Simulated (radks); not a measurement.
Pm II, 60 electrons, occupied as [Xe] 4f4.5 5d0.5 6s1 (fractional occupations, a model configuration). Method: scalar-relativistic Kohn-Sham, LDA (Slater exchange, Perdew-Wang correlation), spin-polarised, spherical densities, point nucleus; open shells are filled with parallel spins first (spin-orbit coupling, left out, can overturn this in heavy ions); computed with a radial shooting solver on a logarithmic mesh with Libxc functionals.

Local quantities along the radius. ELF = 1/(1 + alpha^2) is the electron localisation function; alpha = (tau - tau_W)/tau_unif compares the Pauli kinetic energy density with that of the uniform gas (summed over spins); r v_xc is r times the local exchange-correlation potential of spin up (hartree bohr). tau is taken from the large components.

r (bohr)	ELF	alpha	r v_xc
0.001777	0.999	0.02573	-0.1056
0.002069	0.999	0.02681	-0.1202
0.002409	0.999	0.02825	-0.1365
0.002804	0.999	0.03014	-0.1547
0.003265	0.999	0.03261	-0.1749
0.003801	0.999	0.03584	-0.1972
0.004425	0.998	0.04009	-0.2214
0.005151	0.998	0.04576	-0.2477
0.005997	0.997	0.05342	-0.2757
0.007037	0.996	0.06463	-0.3067
0.008192	0.994	0.07979	-0.3373
0.009537	0.990	0.1017	-0.3682
0.0111	0.982	0.1344	-0.3986
0.01293	0.967	0.1845	-0.4277
0.01505	0.935	0.2630	-0.4544
0.01752	0.870	0.3873	-0.4780
0.02039	0.748	0.5805	-0.4986
0.02374	0.576	0.8575	-0.5173
0.02786	0.411	1.198	-0.5386
0.03243	0.331	1.421	-0.5655
0.03776	0.342	1.387	-0.6043
0.04396	0.437	1.135	-0.6565
0.05117	0.579	0.8530	-0.7183
0.05957	0.695	0.6620	-0.7813
0.06935	0.745	0.5854	-0.8357
0.08074	0.717	0.6277	-0.8740
0.09399	0.600	0.8168	-0.8946
0.1103	0.421	1.172	-0.9080
0.1284	0.336	1.406	-0.9357
0.1495	0.400	1.224	-0.9964
0.174	0.572	0.8644	-1.081
0.2026	0.713	0.6348	-1.155
0.2358	0.749	0.5792	-1.188
0.2746	0.649	0.7356	-1.164
0.3196	0.377	1.285	-1.107
0.3721	0.214	1.919	-1.082
0.4367	0.347	1.371	-1.152
0.5084	0.627	0.7710	-1.263
0.5918	0.738	0.5962	-1.337
0.689	0.698	0.6582	-1.342
0.8021	0.540	0.9225	-1.287
0.9337	0.356	1.345	-1.214
1.087	0.310	1.490	-1.166
1.265	0.435	1.141	-1.151
1.473	0.602	0.8136	-1.139
1.729	0.653	0.7284	-1.095
2.013	0.559	0.8874	-1.018
2.343	0.364	1.323	-0.9253
2.728	0.219	1.890	-0.8407
3.175	0.217	1.900	-0.7796
3.697	0.357	1.342	-0.7327
4.303	0.551	0.9023	-0.6776
5.01	0.646	0.7405	-0.5979
5.832	0.600	0.8168	-0.4929
6.844	0.389	1.254	-0.3682
7.968	0.135	2.526	-0.2534
9.276	0.021	6.759	-0.1567
10.8	0.002	24.36	-0.08561

On this mesh the ELF has minima near r = 0.032, 0.13, 0.37, 1.1, 3.2 bohr, which separate the shells, and maxima near 0.069 (0.74), 0.24 (0.75), 0.59 (0.74), 1.7 (0.65), 5.0 (0.65).
